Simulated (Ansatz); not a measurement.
Z-matrix (Å, degrees):
```
Si
Si 1 2.344
H 1 1.488 2 110.0
H 1 1.488 2 110.2 3 119.8
H 1 1.487 2 109.8 3 -119.9
N 2 1.763 1 112.7 3 172.0
O 2 1.672 1 112.1 3 63.5
H 2 1.489 1 111.4 3 -62.2
C 6 1.267 2 105.7 1 -117.3
C 7 1.408 2 109.6 1 117.8
H 9 1.096 6 121.8 2 179.8
H 10 1.098 7 110.6 2 -120.4
H 10 1.098 7 110.6 2 120.9
```

The species carries charge 0 and has multiplicity 1.

(1) List the ωB97M-V/def2-TZVPP orbital energies in eV (Ansatz 0.2.0). (An estimate is asked.)

Results:

(1) Ansatz gave: Occupied: -1807.55, -1806.78, -526.26, -394.42, -283.31, -283.26, -148.54, -147.91, -102.70, -102.63, -102.63, -102.02, -102.02, -102.02, -31.72, -28.11, -23.00, -18.95, -18.50, -17.37, -16.38, -16.17, -14.51, -13.44, -12.36, -12.22, -12.06, -12.05, -11.77, -10.05, -9.64. Lowest empty: 1.33, 1.66, 1.87, 2.50, 3.01, 3.16, 3.37, 3.80.
